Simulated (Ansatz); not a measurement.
`C[CH2][Mg][CH2]C` + `CCCCCCC` → `CCCCCC(C)C` + `C[CH2][Mg][CH3]`  (formal exchange of groups at a C–C bond)

Calculated with Ansatz (gas phase, PBE0-D4/def2-TZVP geometries, no zero-point term in ΔE). CCSD(T)/CBS adds triple-zeta CCSD(T) − MP2 to the extrapolated MP2 energy (def2 sets, frozen cores). DFT in def2-TZVPP. For Mg outer-core shells are correlated without core-valence functions, which leaves a few kJ/mol of doubt a bond. One conformer a species, not always the lowest.

```json
{"level": "r2SCANh-D4", "ΔE (kJ/mol)": "-30.4", "difference from CCSD(T)/CBS": "0.6"}
{"level": "r2SCAN0-D4", "ΔE (kJ/mol)": "-30.4", "difference from CCSD(T)/CBS": "0.6"}
{"level": "CAM-B3LYP-D4", "ΔE (kJ/mol)": "-28.9", "difference from CCSD(T)/CBS": "2.1"}
{"level": "ωB97M-V", "ΔE (kJ/mol)": "-31.0", "difference from CCSD(T)/CBS": "0.0"}
{"level": "revPBE", "ΔE (kJ/mol)": "-15.8", "difference from CCSD(T)/CBS": "15.2"}
{"level": "r2SCAN0", "ΔE (kJ/mol)": "-28.4", "difference from CCSD(T)/CBS": "2.6"}
{"level": "CCSD/def2-SVP", "ΔE (kJ/mol)": "-26.1", "difference from CCSD(T)/CBS": "4.9"}
{"level": "CCSD(T)/def2-TZVPP", "ΔE (kJ/mol)": "-30.9", "difference from CCSD(T)/CBS": "0.1"}
{"level": "MP2/CBS(def2)", "ΔE (kJ/mol)": "-33.6", "difference from CCSD(T)/CBS": "-2.6"}
{"level": "CCSD/CBS(def2)", "ΔE (kJ/mol)": "-29.3", "difference from CCSD(T)/CBS": "1.7"}
{"level": "CCSD(T)/CBS", "ΔE (kJ/mol)": "-31.0", "difference from CCSD(T)/CBS": "0"}
```

Largest T1 diagnostic among the species: 0.009.

At CCSD(T), def2-SVP lies +3.5 kJ/mol from the extrapolated value and def2-TZVPP +0.1 kJ/mol. From BLYP to BHLYP (50 % exact exchange), in def2-TZVPP and without D4, ΔE moves by −6.0 kJ/mol.
